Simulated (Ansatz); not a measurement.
Input for Ansatz (a first-principles code): R-wB97M-V/def2-TZVPP on H2O3Ti (SMILES [O]=[Ti]([OH])[OH]).

Ansatz 0.2 input:
```yaml
crystal:
  periodic: [false, false, false]
  atoms:
    - {symbol: Ti, position_ang: [0.37274512, -0.11104814, -0.00000001]}
    - {symbol: O, position_ang: [1.98589287, -0.23410590, -0.00000000]}
    - {symbol: O, position_ang: [-0.35766667, 1.56930352, -0.00000000]}
    - {symbol: H, position_ang: [0.02713141, 2.44962242, 0.00000001]}
    - {symbol: O, position_ang: [-0.55253144, -1.70523798, 0.00000002]}
    - {symbol: H, position_ang: [-1.47557129, -1.96863391, -0.00000001]}
basis:
  gaussian:
    orbitals: def2-TZVPP
hamiltonian:
  xc: {name: wB97M-V}
scf: {lower_state_search: off}
```

The log:

```
WARN ansatz: RAYON_NUM_THREADS=4 ignored (pool sized by the plan → 4); use --threads N
Functional definition: wB97M-V
these checks for a lower state are left out or cut short: stability, starts, cluster_reference, orbital_swaps, neighbouring_geometries, increment
integrals: 0.13 GiB planned
1035 factors; their error is unknown
integrals: 0.17 GiB planned
203 factors; integrals over basis functions are off by at most 6.2e-4 eV
mean field: 1.11 GiB planned
mean field evaluation 1: about -29272.9860 eV, gradient 1.0e2 eV
mean field evaluation 2: about -29056.4589 eV, gradient 4.2e2 eV
mean field evaluation 4: about -29291.2821 eV, gradient 2.3e1 eV
mean field evaluation 8: about -29292.1138 eV, gradient 2.4e-1 eV
mean field evaluation 16: about -29292.1985 eV, gradient 1.6e-3 eV
mean field -29292.19848260 eV, -1076.4684392703 hartree, gradient 5.5e-6 eV, S^2 0.000000; 0 other end points of the search recorded, 0 dependent functions left out
reference -29292.19854251 eV, -1076.4684414720 hartree; 24, 24 occupied and 161, 161 virtual orbitals, 1035 factors
Total energy: -29292.19854251 eV, -1076.4684414720 hartree
Checks for a lower state left out: stability, starts, cluster_reference, orbital_swaps, neighbouring_geometries, increment
```

The run converged.

Cost: around 12 core-seconds (rough).
